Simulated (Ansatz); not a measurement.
The same redistribution along the group Ti, Zr, Hf.

Calculated with Ansatz (gas phase, PBE0-D4/def2-TZVP geometries, no zero-point term in ΔE). CCSD(T)/CBS is the MP2 limit (def2-TZVPP, def2-QZVPP) plus CCSD(T) − MP2 in def2-TZVPP, frozen cores. Functionals use def2-TZVPP. def2 core potentials past Kr. For Hf, Ti, Zr outer-core shells are correlated without core-valence functions, which leaves a few kJ/mol of doubt a bond. Scalar relativity is left out up to krypton. Each species was taken in one conformer, which may not be the lowest.

```csv
reaction,HF/CBS(def2) (kJ/mol),r2SCAN-D4 (kJ/mol)
`[NH2][Ti]([NH2])([NH2])[NH2]` + `N[SiH](F)Cl` → `[NH2][Ti]([NH2])([NH2])[F]` + `N[SiH](N)Cl`,-37,-46
`[NH2][Zr]([NH2])([NH2])[NH2]` + `N[SiH](F)Cl` → `[NH2][Zr]([NH2])([NH2])[F]` + `N[SiH](N)Cl`,-45,-52
`[NH2][Hf]([NH2])([NH2])[NH2]` + `N[SiH](F)Cl` → `[NH2][Hf]([NH2])([NH2])[F]` + `N[SiH](N)Cl`,-44,-52
```

(1) Give the CCSD(T)/CBS values in the same order. (Best estimate.)

Largest T1 diagnostic: 0.024, for `[NH2][Ti]([NH2])([NH2])[F]`.

## Answers

(1) Computed: -32, -44, -42 kJ/mol.
